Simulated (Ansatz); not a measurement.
C3 (SMILES [C]=C=[C]) moved off its minimum; all values from Ansatz (a first-principles code), cores frozen in correlated methods.
(charge 0, multiplicity 1)
```xyz
3

C      0.0168    -0.0675    -1.3525
C     -0.0519    -0.0431     0.0202
C     -0.0896    -0.0717     1.2856
```

Q: Give the forces (eV/Å), the total energy and the dipole at CCSD(T)/aug-cc-pVTZ.

A: 
```json
[
 {"atom": "C1", "Fx": "-0.188", "Fy": "0.066", "Fz": "3.759"},
 {"atom": "C2", "Fx": "0.263", "Fy": "-0.007", "Fz": "-6.317"},
 {"atom": "C3", "Fx": "-0.076", "Fy": "-0.059", "Fz": "2.558"}
]
```
Energy -113.8316 hartree, dipole 0.63 D.

Doubts at one or more of the structures used: a restricted determinant that unrestricted orbitals would lower (CCSD(T)/aug-cc-pVTZ).
